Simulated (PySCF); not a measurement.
Atom-mapped SMILES (the numbers label the heavy atoms): `[CH3:1][CH2:2]/[CH:3]=[CH:4]/[CH2:5][C:6]#[C:7][SiH3:8]`; H(Xn) means a hydrogen on atom n.

[PySCF: coordinates at the GFN2-xTB level; PBE0/pcSseg-1 with gauge-including orbitals; a single conformation; non-relativistic Hamiltonian; equivalent nuclei averaged; gas phase]

Shifts are taken against calculated references (same method and geometry level): 13C (σref 186.93) against TMS.

Q: Do the 13C shifts follow the atomic charges (in e)? Tabulate both.

A: 
```csv
atoms,hybridisation,δ (ppm),σ para (ppm),Hirshfeld,IAO,Mulliken,ESP-fitted
C3,sp2,143.3,-215,-0.04,-0.14,-0.17,-0.34
C4,sp2,132.0,-204,-0.05,-0.15,-0.16,-0.10
C6,sp,117.0,-203,-0.03,+0.00,+0.08,+0.14
C7,sp,79.6,-151,-0.18,-0.38,-0.47,-0.39
C2,sp3,32.3,-94,-0.06,-0.25,-0.21,+0.16
C5,sp3,28.4,-91,-0.05,-0.28,-0.13,-0.31
C1,sp3,17.0,-78,-0.12,-0.42,-0.28,-0.17
```

Correlation coefficients of δ with charge over these carbons: Hirshfeld +0.36, IAO +0.73, Mulliken +0.31, ESP-fitted -0.06; with the paramagnetic shielding -1.00. With so few points, grouped by hybridisation, these coefficients are fragile. Charge is one influence among several: hybridisation and low-lying excitations act through the paramagnetic term.

Shifts are as computed. Against solution values, carbons near 30 ppm lie about +3 ppm off and those near 130 ppm about +5 ppm. Of 1211 compounds with measured shifts, 218 miss one by over three times the rms of a fit or turn the order of signals round; such compounds aren't used in these exercises.
